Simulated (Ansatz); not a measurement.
System: GaCl3 (charge 0, singlet). 
Coordinates optimised at B3LYP-D3(BJ)/def2-TZVP (Ansatz, a quantum-chemistry and plane-wave program):
SMILES: [Cl][Ga]([Cl])[Cl]
```xyz
4

Cl    -0.6157     2.0355     0.0507
Ga     0.0000     0.0000     0.0000
Cl    -1.4555    -1.5509    -0.0352
Cl     2.0712    -0.4846    -0.0155
```

Basis-set convergence of Hartree-Fock and CCSD correlation energies (hartree) with Ansatz. Cores are frozen in the correlated levels unless marked. No spin-orbit coupling. The frozen core is the preceding noble-gas configuration, with the filled d and f shells of earlier blocks. No relativistic terms.

| basis | functions | E(HF) | E(corr, CCSD) |
|---|---|---|---|
| def2-SVP | 86 | -3301.24941 | -0.48816 |
| def2-TZVPP | 174 | -3301.97129 | -0.67533 |
| def2-QZVPP | 299 | -3302.04881 | -0.73519 |

Extrapolating the two largest sets (X = 3 and 4) as X^-3: E(corr) = (64·(-0.73519) - 27·(-0.67533))/37 = -0.7789 Eh, an estimate of the basis-set limit. The largest set recovers 94.4 % of it, the smallest 62.7 %.
